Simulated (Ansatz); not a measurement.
Geometry optimisation, RKS PBE0-D4/cc-pVDZ in Ansatz 0.2.0.

Input:

```yaml
crystal:
  periodic: [false, false, false]
  atoms:
    - { symbol: Si, position_ang: [-1.3936, 0.6081, 0.1254] }
    - { symbol: H, position_ang: [-1.0363, -0.5492, 1.5595] }
    - { symbol: H, position_ang: [-1.3692, 1.0276, -1.2872] }
    - { symbol: H, position_ang: [-2.8116, 0.3815, 0.3739] }
    - { symbol: Cl, position_ang: [-0.5912, 2.183, 1.0849] }
    - { symbol: H, position_ang: [-0.2544, -0.945, 1.1106] }
    - { symbol: "N", position_ang: [0.2334, -0.7311, -0.1263] }
    - { symbol: C, position_ang: [1.5518, -0.2274, -0.4622] }
    - { symbol: H, position_ang: [-0.0202, -1.4785, -0.7651] }
    - { symbol: H, position_ang: [1.8145, 0.5431, 0.2638] }
    - { symbol: H, position_ang: [1.5796, 0.2142, -1.4641] }
    - { symbol: H, position_ang: [2.2973, -1.0263, -0.4132] }
basis:
  gaussian: { orbitals: cc-pVDZ }
hamiltonian:
  xc: pbe0
  dispersion: d4
relax:
  f_tol: 0.15
  max_steps: 25
  restrain:
    - { distance: [0, 6], at: 3.12, k: 30.0 }
    - { distance: [5, 1], at: 1.92, k: 30.0 }
    - { distance: [0, 1], at: 1.42, k: 30.0 }
    - { distance: [5, 6], at: 1.02, k: 30.0 }
output:
  orbitals: {}
```

Command:

```bash
$ ansatz run input.yaml --threads 2 --pin off --max-ram 3072MiB --backend cpu --events-out ev --progress --plain --runs-dir out
```

Question: Where does it end, and by what steps?

Answer: It converged. The restraints hold the end off the free minimum. After 16 steps the energy has fallen by 1.975 eV (the restraints' own energy left out); H4 moved furthest, 0.89 Å. Parted: Si1–N7. Joined: Si1–H2, H6–N7.

| step | energy less start (eV) | largest force component (eV/Å) | accepted |
| --- | --- | --- | --- |
| 0 | 0.0000 | 2.242 | yes |
| 1 | 0.0984 | 3.422 | yes |
| 2 | -0.1225 | 4.200 | yes |
| 3 | -0.6316 | 2.129 | yes |
| 4 | -1.2569 | 0.881 | yes |
| 5 | -1.5902 | 0.652 | yes |
| 6 | -1.7833 | 0.846 | yes |
| 7 | -1.8531 | 0.941 | yes |
| 8 | -1.8866 | 0.950 | yes |
| 9 | -1.9040 | 0.969 | yes |
| 10 | -1.9227 | 0.994 | yes |
| 11 | -1.9416 | 0.921 | yes |
| 12 | -1.9467 | 0.733 | yes |
| 13 | -1.9603 | 0.779 | yes |
| 14 | -1.9699 | 0.930 | yes |
| 15 | -1.9640 | 0.766 | no |
| 16 | -1.9754 | 0.828 | yes |

```xyz
12
Properties=species:S:1:pos:R:3
Si -1.844 0.613 0.250
H -1.703 -0.559 1.087
H -1.506 0.335 -1.177
H -3.227 1.173 0.345
Cl -0.549 2.081 0.975
H 0.215 -0.667 0.935
N 0.750 -1.135 0.206
C 1.725 -0.258 -0.415
H 0.080 -1.488 -0.473
H 2.424 0.109 0.350
H 1.316 0.629 -0.939
H 2.320 -0.833 -1.142
```

Time of the run: 90 s on 2 threads of Arm Neoverse N1, on a shared host, peak memory 0.23 GiB.
